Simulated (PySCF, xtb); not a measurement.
In(Br)(Me)2 (C2H6BrIn), SMILES [CH3][In]([CH3])[Br].

GFN2-xTB in xtb at its own geometry gives an orbital gap of 3.23 eV and a dipole moment of 6.21 D.

Geometry: B3LYP-D3(BJ)/def2-SVP. The structure was generated by enumeration; whether it is a known compound was not checked. The def2 effective core potentials stand for the cores of In; spin–orbit coupling is left out.

### Question
What does PBE/def2-TZVP in PySCF give? (An estimate is asked for; the answer gives what the named calculation found.)

### Answer
gap 4.11 eV (levels -6.15 and -2.04 eV), dipole 3.72 D.
